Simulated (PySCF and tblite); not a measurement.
The numbers below are computed, except where a source is named.
C7H8O, numbered as in [CH:1]#[C:2][C@@H:3]1[CH2:4][CH2:5][C:6](=[O:7])[CH2:8]1.

Search: ETKDG and KDG, MMFF94s, GFN2-xTB, 60 starts; geometries at GFN2-xTB. Weights use PBE0-D3(BJ)/pcSseg-1 energies plus GFN2-xTB zero-point and thermal terms (modes under about 100 cm⁻¹ blended into free rotors). Symmetry numbers and mirror images are counted. Conformers within 3 kcal/mol (GFN2-xTB free energy) were kept, 10 at most. Couplings: B3LYP/6-31G* with pcJ-1 on H (gas phase; spin-dipole term only for pairs with B, N, F, Si or P). Couplings are for ¹H. H–H couplings come out 0.1 to 0.9 Hz lower than with pcJ-1 on all atoms. Of two unlike H on one atom, a is the less shielded (PBE0/pcSseg-1). (PySCF 2.14, tblite 0.8.)

The 5-ring runs over atoms 3–4–5–6–8.

```tsv
conformer	shape	weight %
1	5-ring twist (ring torsions -31, 13, 10, -30, 38°)	51.6
2	5-ring twist (ring torsions 30, -11, -12, 31, -38°)	48.4
```

Give the couplings in each conformer and the averages at 298.15 K (pairs that fast motion interchanges averaged).


```tsv
coupling	pairs	1	2	average (Hz)
³J(H3,H4b)	1	0.6	12.3	6.3
³J(H3,H4a)	1	7.6	7.2	7.4
³J(H3,H8b)	1	0.4	12.5	6.3
³J(H3,H8a)	1	9.7	8.8	9.2
²J(H4b,H4a)	1	-13.1	-13.6	-13.4
³J(H4b,H5a)	1	9.9	9.2	9.6
³J(H4b,H5b)	1	0.3	13.4	6.6
³J(H4a,H5a)	1	13.3	0.3	7.0
³J(H4a,H5b)	1	8.7	9.9	9.3
²J(H5a,H5b)	1	-20.3	-20.6	-20.4
²J(H8b,H8a)	1	-20.4	-20.8	-20.6
```
